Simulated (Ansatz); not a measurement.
C4H3F7 can be A, `FCC(F)(F)C(F)(F)C(F)F`, or B, `FC(F)[C@H](F)[C@@H](F)C(F)(F)F`.

Computed with Ansatz on PBE0-D4/def2-TZVP structures; ΔE is electronic, products minus reactants. CCSD(T)/CBS adds triple-zeta CCSD(T) − MP2 to the extrapolated MP2 energy (def2 sets, frozen cores). Functionals use def2-TZVPP. B3LYP here is the variant with VWN-RPA as its local correlation; programs differ in this. Each species was taken in one conformer, which may not be the lowest.

Question: Which isomer does CCSD(T)/CBS put lower? Give the gap. (Estimate.)

Answer: The calculation gave: B, by 38.2 kJ/mol.

Question: Give E(B) − E(A) in kJ/mol with CCSD/def2-TZVPP, B2PLYP, MP2/def2-TZVPP, PBE0-D4, BLYP-D4, B3LYP-D4, r2SCAN-D4. (Estimate.)

Answer: The calculation gave: CCSD/def2-TZVPP -40.5, B2PLYP -39.5, MP2/def2-TZVPP -41.9, PBE0-D4 -40.1, BLYP-D4 -34.3, B3LYP-D4 -36.8, r2SCAN-D4 -37.4. None reverses the order clearly.

Question: Does the order hold for the free energy at 298.15 K (harmonic terms from PBE0-D4)? (Best estimate.)

Answer: Ansatz gave: Yes: G(B) − G(A) = -37.4 kJ/mol, for one conformer each. Modes under 60 cm⁻¹, often nearly free rotors, make the harmonic entropy too high.

Largest T1 diagnostic: 0.012.

At CCSD(T), def2-SVP lies −4.9 kJ/mol from the extrapolated value and def2-TZVPP −1.4 kJ/mol. Leaving LDA and LC-ωPBE aside and taking each functional with its dispersion term where it has one, the values, not all of them listed here, spread over 8.4 kJ/mol, from PBE-QIDH to BLYP-D4.
